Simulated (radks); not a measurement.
Results of a calculation; reference values are marked as such.
Q: Spherical jellium clusters: N electrons in a uniform positive sphere of charge N and radius rs N^(1/3), rs unknown. Level of theory: non-relativistic Kohn-Sham, LDA (Slater exchange, Perdew-Wang correlation), spin-polarised, spherical densities (a radial shooting solver with Libxc functionals). Levels are named by radial order and angular momentum (1s, 1p, 1d, 2s, ...), and open shells are averaged over m. Each electron was tried in the lowest free levels, single moves between levels near the top were tried too, and the lowest total energy was kept; such a search can miss a lower state. IP is vertical, at fixed background; rs is in bohr. The values of IP (eV) for N = 2 to 12 are 4.615, 3.472, 3.884, 4.104, 3.728, 3.946, 4.085, 3.147, 3.331, 3.473, 3.587. Estimate rs.

A: rs = 4.75 bohr. A metal sphere has IP near W + 1/(2R) hartree with R = rs N^(1/3), and both terms fall as rs grows; shell closures ride on that trend.
